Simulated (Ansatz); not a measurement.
A search over several starts for the lowest SCF solution of (KSH)2 ring (K2H2S2) at the given spin, in a small basis.

```yaml
crystal:
  periodic: [false, false, false]
  atoms:
    - {symbol: K, position_ang: [0.842438, -1.676396, 0.805739]}
    - {symbol: S, position_ang: [-2.066119, -0.892391, 0.539128]}
    - {symbol: K, position_ang: [-0.945584, 1.115790, -1.424824]}
    - {symbol: S, position_ang: [1.955536, 0.291359, -1.202849]}
    - {symbol: H, position_ang: [-2.154746, -0.084876, 1.621020]}
    - {symbol: H, position_ang: [2.368465, 1.246515, -0.338214]}
basis:
  gaussian: {orbitals: def2-SVP, initial_orbitals: start.molden}
hamiltonian: {xc: pbe0, dispersion: d4}
output: {orbitals: {seedname: orbitals}}
```

The file start.molden holds the orbitals of an earlier run on this structure, at another level or in another basis.

```sh
$ ansatz run in.yaml --threads 4 --pin off --events-out ev --progress --plain --max-ram 3916MiB
```

Output, abridged:

```
Functional definition: PBE0
882 factors; integrals over basis functions are off by at most 1.1e-3 eV
mean field evaluation 1: about -54328.7930 eV, gradient 3.8e-1 eV
mean field evaluation 2: about -54328.8677 eV, gradient 1.8e-4 eV
mean field evaluation 4: about -54328.8677 eV, gradient 1.1e-5 eV
mean field evaluation 8: about -54328.7919 eV, gradient 7.4e-1 eV
mean field evaluation 16: about -54328.8677 eV, gradient 9.7e-5 eV
mean field -54328.86765243 eV, -1996.5490607976 hartree, gradient 1.1e-5 eV, S^2 0.000000; 1 other end points of the search recorded, 0 dependent functions left out
reference -54328.86775699 eV, -1996.5490646400 hartree; 36, 36 occupied and 58, 58 virtual orbitals, 882 factors
Total energy: -54328.98871112 eV, -1996.5535096225 hartree
```

Hardware: 4 threads of Arm Neoverse V1 on a shared host. Wall time 1.6 s.
